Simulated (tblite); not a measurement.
Species: C3HClI (charge +1).
SMILES: `c1([c+](c1)I)Cl`

Level: GFN2-xTB in tblite, geometry and Hessian alike; calculated harmonic values, unscaled, isolated species. This tight-binding method is rough: wavenumbers can miss measured ones by several per cent, in bad cases by 10 to 20.

Harmonic wavenumbers (cm⁻¹): 115.7, 245.6, 376.4, 432.0, 437.7, 647.5, 769.2, 897.4, 1120.9, 1265.5, 1765.0, 3130.2.

A = 8111, B = 764.4, C = 698.6 MHz; mass 198.881 u (most abundant isotopes); point group Cs, symmetry number 1.

Q: What is the zero-point energy?

A: ½Σν̃ = 5602 cm⁻¹ = 67.01 kJ/mol.

Q: Entropy at 298.15 K, 1 bar (ideal gas, RRHO, classical rotation)?

A: Translation 174.86, rotation 120.07, vibration 35.63: S = 330.6 J/(mol K).

Q: And Cp and H(298.15 K) − H(0)?

A: Cp = 77.66 J/(mol K), of which vibrations give 44.40 (their classical limit is 12 R = 99.8); H(298.15 K) − H(0) = 16.22 kJ/mol without the zero-point energy, 6.30 from vibrations.

Q: What must be added to the electronic energy to get the Gibbs energy at 298.15 K and 1 bar?

A: ZPE + [H(298.15 K) − H(0)] − T·S = 67.01 + 16.22 − 98.56 = -15.33 kJ/mol.

Q: How do the functions run with temperature in this model?

A: 
```tsv
T (K)	S (J/(mol K))	Cp (J/(mol K))	H − H(0) (kJ/mol)	G − H(0) (kJ/mol)	ln q(vib)
150	285.4	54.9	6.29	-36.52	0.56
250	317.4	71.2	12.63	-66.73	1.34
400	355.0	88.6	24.71	-117.28	2.62
600	393.9	102.7	43.98	-192.34	4.28
900	437.9	114.0	76.68	-317.43	6.53
```

q(vib) and H(0) count from the zero-point level.

Q: Blend soft modes into free rotors: weight 1/[1 + (100 cm⁻¹/ν̃)⁴] for the oscillator and the rest for a rotor with moment μB/(μ + B), μ = h/(8π²ν), B = 10⁻⁴⁴ kg m². What vibrational entropy results?

A: 34.98 J/(mol K) in place of 35.63, which changes −T·S at 298.15 K by +0.19 kJ/mol.

Hindered rotation and anharmonicity are outside this model.
